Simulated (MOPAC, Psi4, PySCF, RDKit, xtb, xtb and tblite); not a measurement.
Two geometries of C5H13B, SMILES BCCC(C)C, relaxed at GFN2-xTB with one dihedral held; other torsions can differ between them too.

Structure A

```
19

B      2.3738     0.5336    -0.0513
C      1.6110    -0.7760    -0.4491
C      0.1380    -0.6265    -0.8385
C     -0.5429    -1.9484    -1.2152
C     -1.9106    -1.6718    -1.8380
C     -0.7040    -2.8678    -0.0065
H      1.8099     1.5479     0.0908
H      3.5291     0.4855     0.1280
H      1.6875    -1.4522     0.4103
H      2.1397    -1.2985    -1.2532
H      0.0723     0.0519    -1.6923
H     -0.4109    -0.1674    -0.0135
H      0.0786    -2.4589    -1.9609
H     -2.3982    -2.6015    -2.1233
H     -2.5511    -1.1533    -1.1273
H     -1.8119    -1.0511    -2.7259
H     -1.2151    -3.7843    -0.2940
H     -1.2919    -2.3762     0.7663
H      0.2604    -3.1404     0.4152
```

Structure B

```
19

B      2.4903     0.5635    -0.3619
C      1.6262    -0.7327    -0.5852
C      0.1029    -0.5747    -0.7932
C     -0.3457     0.8237    -1.2339
C     -1.8343     0.8065    -1.5778
C      0.4706     1.3124    -2.4258
H      3.5939     0.5910    -0.7539
H      2.1044     1.4499     0.2963
H      1.7865    -1.3558     0.3014
H      2.0283    -1.3179    -1.4157
H     -0.4223    -0.8115     0.1355
H     -0.2296    -1.2978    -1.5416
H     -0.1941     1.5183    -0.4031
H     -2.1777     1.8041    -1.8426
H     -2.0232     0.1449    -2.4212
H     -2.4202     0.4565    -0.7306
H      0.1383     2.2995    -2.7414
H      0.3698     0.6264    -3.2649
H      1.5261     1.3765    -2.1557
```

**Question.** Which is lower in energy at the level Psi4 with PBE0-D3(BJ)/def2-SVP // GFN2-xTB, and by how much?

**Answer.** A is lower, by 2.63 kcal/mol (dihedral B1–C2–C3–C4: 180° in A, 20° in B).

E(B) − E(A) in kcal/mol at the other levels, on the same two geometries: GFN2-xTB (xtb and tblite) 2.65; PBE0/def2-SVP // GFN2-xTB (Psi4) 3.14; PBE/def2-SVP // GFN2-xTB (Psi4) 2.81; PBE-D3(BJ)/def2-SVP // GFN2-xTB (Psi4) 2.25; UFF // GFN2-xTB (RDKit) 25.32; AM1, restricted, heats of formation // GFN2-xTB (MOPAC) 3.01; PM6, restricted, heats of formation // GFN2-xTB (MOPAC) 2.71; GFN1-xTB // GFN2-xTB (xtb) 2.00; restricted B3LYP/6-31G*, spherical d, density fitting // GFN2-xTB (PySCF) 3.81; restricted M06-2X/6-31G*, spherical d, density fitting // GFN2-xTB (PySCF) 2.53; restricted B3LYP/6-311+G**, spherical d, density fitting // GFN2-xTB (PySCF) 3.99; restricted Hartree-Fock/3-21G // GFN2-xTB (PySCF) 4.32.
